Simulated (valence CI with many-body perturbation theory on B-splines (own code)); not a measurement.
Results of a calculation; reference values are marked as such.
Level structure of Rb14+

Method: valence CI with perturbative core correlation (CI+MBPT): five valence electrons over a frozen Dirac-Fock core [Ar], radial functions for each j: 7 s, 7 p, 8 d, 6 f, 4 g, 1 h, with the one-electron correlation potential Σ1 (screened to all orders), the two-electron term Σ2, the three-electron term Σ3, Breit, model QED; selected single and double excitations, second order for the rest (own B-spline code, finite nucleus).

No measured levels were compared; by estimate terms of the open shell hold to 2 to 4 % of their energy, and close levels can change places. Core correlation moves these levels by up to 9700 cm⁻¹, and in measured spectra 5 to 20 % of such shifts remained as error; rates that hang on mixing are uncertain with them. Only levels of the ground parity were solved; by the run's estimate the other parity begins above the list, which can be wrong where configurations are misplaced.

Levels 1 to 37 of 37, with energies above the lowest level, 3d5 6S_5/2. "Leading %" is the weight of the configuration and term that name the level; weights of strongly mixed levels are sums over their largest components and can fall short.

| No. | Configuration | Term | J | E (cm⁻¹) | Leading % | g | Second component |
| --- | --- | --- | --- | --- | --- | --- | --- |
| 1 | 3d5 | 6S | 5/2 | 0.0 | 98 | 1.991 |  |
| 2 | 3d5 | 4G | 5/2 | 76171 | 77 | 0.716 | 8 % 3d5 2F |
| 3 | 3d5 | 4G | 11/2 | 78220 | 97 | 1.265 |  |
| 4 | 3d5 | 4G | 7/2 | 78486 | 94 | 0.997 |  |
| 5 | 3d5 | 4G | 9/2 | 79381 | 98 | 1.170 |  |
| 6 | 3d5 | 4P | 5/2 | 82103 | 51 | 1.368 | 26 % 3d5 4D |
| 7 | 3d5 | 4P | 3/2 | 84476 | 65 | 1.532 | 33 % 3d5 4D |
| 8 | 3d5 | 4P | 1/2 | 87867 | 80 | 2.164 | 18 % 3d5 4D |
| 9 | 3d5 | 4D | 7/2 | 95041 | 92 | 1.405 |  |
| 10 | 3d5 | 4D | 1/2 | 99724 | 81 | 0.491 | 18 % 3d5 4P |
| 11 | 3d5 | 4D | 5/2 | 100700 | 64 | 1.406 | 25 % 3d5 4P |
| 12 | 3d5 | 4D | 3/2 | 101700 | 64 | 1.357 | 33 % 3d5 4P |
| 13 | 3d5 | 2I | 11/2 | 112220 | 88 | 0.943 | 11 % 3d5 2H |
| 14 | 3d5 | 2I | 13/2 | 115320 | 100 | 1.075 |  |
| 15 | 3d5 | 2D | 5/2 | 119140 | 42 | 1.081 | 36 % 3d5 2F |
| 16 | 3d5 | 2D | 3/2 | 122640 | 66 | 0.690 | 31 % 3d5 4F |
| 17 | 3d5 | 2F | 7/2 | 125350 | 51 | 1.143 | 36 % 3d5 4F |
| 18 | 3d5 | 4F | 9/2 | 127260 | 60 | 1.229 | 32 % 3d5 2G |
| 19 | 3d5 | 4F | 5/2 | 131910 | 78 | 1.009 | 18 % 3d5 2F |
| 20 | 3d5 | 2F | 7/2 | 135700 | 45 | 1.196 | 45 % 3d5 4F |
| 21 | 3d5 | 2H | 9/2 | 137430 | 60 | 1.050 | 28 % 3d5 4F |
| 22 | 3d5 | 4F | 3/2 | 137820 | 66 | 0.546 | 32 % 3d5 2D |
| 23 | 3d5 | 2G | 7/2 | 143830 | 85 | 0.926 | 13 % 3d5 2F |
| 24 | 3d5 | 2H | 11/2 | 145750 | 86 | 1.074 | 12 % 3d5 2I |
| 25 | 3d5 | 2F | 5/2 | 146530 | 57 | 1.003 | 37 % 3d5 2D |
| 26 | 3d5 | 2G | 9/2 | 151360 | 56 | 1.070 | 32 % 3d5 2H |
| 27 | 3d5 | 2F | 5/2 | 153530 | 74 | 0.920 | 13 % 3d5 4F |
| 28 | 3d5 | 2F | 7/2 | 154990 | 83 | 1.144 | 13 % 3d5 4F |
| 29 | 3d5 | 2S | 1/2 | 166110 | 97 | 1.991 |  |
| 30 | 3d5 | 2D | 3/2 | 185360 | 99 | 0.802 |  |
| 31 | 3d5 | 2D | 5/2 | 188520 | 92 | 1.180 | 6 % 3d5 2F |
| 32 | 3d5 | 2G | 9/2 | 206370 | 100 | 1.110 |  |
| 33 | 3d5 | 2G | 7/2 | 207770 | 98 | 0.892 |  |
| 34 | 3d5 | 2P | 3/2 | 247050 | 93 | 1.296 | 7 % 3d5 2D |
| 35 | 3d5 | 2P | 1/2 | 249710 | 98 | 0.683 |  |
| 36 | 3d5 | 2D | 5/2 | 271070 | 99 | 1.198 |  |
| 37 | 3d5 | 2D | 3/2 | 273010 | 93 | 0.833 | 7 % 3d5 2P |

Names give the largest LS component (configuration and term), which can be under half, so a name can repeat, a term be missing and a line seem to break the LS rules; names also repeat where a configuration has a term twice.

The ionisation energy to 3d4 5D_0 of the next ion comes out as 501.98 eV (NIST: 502 ± 3 eV (theoretical)). All 37 levels together are meant to be complete up to 283700 cm⁻¹.
